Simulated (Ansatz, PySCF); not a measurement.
System: PbCl2, charge 0, multiplicity 1. 
Structure (B3LYP-D3(BJ)/def2-TZVP (Ansatz, a program for electronic structure) minimum search):
```xyz
3

Pb     0.0029     0.0033     0.4695
Cl     1.2364     1.4242    -1.1502
Cl    -1.2503    -1.4401    -1.1147
```
Charge 0, spin multiplicity 1.

Total electronic energies in hartree. Cores are frozen in the correlated levels unless marked. Spin-orbit coupling is left out. The frozen core is the preceding noble-gas configuration, with the filled d and f shells of earlier blocks. In def2 rows, elements after Kr have scalar-relativistic effective core potentials. Basis-set limits of correlation are two-point, X^-3; Hartree-Fock from the larger set. [CCSD(T)-MP2]/basis is that difference in the basis named.

```json
[
 {"level": "HF/def2-TZVPP", "program": "Ansatz", "energy (Eh)": "-1110.97732"},
 {"level": "HF/def2-QZVPPD", "program": "Ansatz", "energy (Eh)": "-1111.00502"},
 {"level": "HF-D3(BJ)/def2-TZVPD", "program": "PySCF + dftd3", "energy (Eh)": "-1111.00599"},
 {"level": "BP86-D3(BJ)/def2-TZVPD", "program": "PySCF + dftd3", "energy (Eh)": "-1113.67144"},
 {"level": "PBE0/def2-TZVP", "program": "Ansatz", "energy (Eh)": "-1113.11605"},
 {"level": "TPSSh/def2-TZVPD", "program": "PySCF", "energy (Eh)": "-1113.39305"},
 {"level": "LC-wPBE/def2-TZVPD", "program": "Ansatz", "energy (Eh)": "…"},
 {"level": "wB97X-V/def2-TZVPD", "program": "Ansatz", "energy (Eh)": "-1113.25034"},
 {"level": "B2GP-PLYP-D4/def2-TZVPD", "program": "Ansatz + dftd4", "energy (Eh)": "-1112.65383"},
 {"level": "B2PLYP/def2-TZVPD", "program": "Ansatz", "energy (Eh)": "-1112.83623"},
 {"level": "MP2/def2-TZVPPD", "program": "Ansatz", "energy (Eh)": "-1111.43064"},
 {"level": "MP2/CBS(def2-TZVPPD,def2-QZVPPD)", "program": "Ansatz", "energy (Eh)": "-1111.5319"},
 {"level": "RI-MP2/def2-QZVPPD", "program": "Ansatz", "energy (Eh)": "-1111.49998"},
 {"level": "RI-MP2/CBS(def2-TZVPPD,def2-QZVPPD)+[CCSD(T)-MP2]/def2-TZVPPD", "program": "Ansatz", "energy (Eh)": "-1111.5884"},
 {"level": "CCSD(T)/CBS(def2-TZVPPD,def2-QZVPPD)", "program": "Ansatz", "energy (Eh)": "-1111.5894"}
]
```

### Question
Complete the blanks.

### Answer

- LC-wPBE/def2-TZVPD, energy (Eh): -1113.18833
